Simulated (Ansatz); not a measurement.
A structure relaxed at PBE0-D4/def2-TZVP in Ansatz, charge 0, singlet:

```tsv
atom	x (Å)	y (Å)	z (Å)
W1	-0.926	-0.923	-0.294
W2	-0.558	1.177	0.313
B3	0.771	0.106	-0.834
B4	0.713	-0.360	0.814
```

(1) Give its formula and point group.

(2) Summarise the bond lengths by kind (pairs closer than 1.2 times the sum of covalent radii, bridged metal pairs left out).

## Answers

(1) B2W2. Point group C2v (tolerance 0.1 Å).

(2) 4 × B–W 2.06 Å; 1 × W–W 2.22 Å; 1 × B–B 1.71 Å.

In the def2 sets W takes a core potential; there is no spin–orbit coupling. The restricted singlet is unstable towards broken spin symmetry in Hartree–Fock (as tested in another run); at PBE0-D4/def2-TZVP this wasn't settled. The relaxation made no stability test and no search for a lower SCF solution. No other spin state of charge 0 was run. Another isomer (singlet) lies 0.41 eV lower at PBE0-D4/def2-TZVP; other spin states weren't run for this one.
